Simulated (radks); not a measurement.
The numbers below are computed, except where a source is named.
Effect of the nuclear size on neutral zinc, [Ar] 3d10 4s2. Level of theory: Dirac Kohn-Sham, LDA (Slater exchange, Perdew-Wang correlation), spin-unpolarised, spherical densities, finite nucleus; Fermi nuclear charge, rms radius 3.9283 fm (a radial shooting solver on a logarithmic mesh with Libxc functionals). The rms radius is varied about that value; shifts are against it.

rms radius (fm)  total energy shift (eV)  density at nucleus (e/bohr^3)  1s1/2 shift (meV)  2s1/2 shift (meV)  2p1/2 shift (meV)  3s1/2 shift (meV)  3p1/2 shift (meV)
3.2526                           -0.0734                      2.522e+04              -31.2              -2.97              0.258             -0.433              0.044
3.6062                           -0.0366                      2.507e+04              -15.6              -1.48              0.129             -0.216              0.022
3.9283                                 0                      2.495e+04              0.000              0.000              0.000              0.000              0.000
4.2936                            0.0451                      2.483e+04               19.2               1.83             -0.158              0.266             -0.027
4.8789                             0.125                      2.465e+04               53.3               5.07             -0.440              0.738             -0.076

Slopes of the eigenvalues against <r^2> in GHz/fm^2, as finite differences over the two radii next to the reference (eigenvalue slopes, not the field-shift constants of lines): 1s1/2 1550, 2s1/2 147, 2p1/2 -12.8, 3s1/2 21.5, 3p1/2 -2.20.
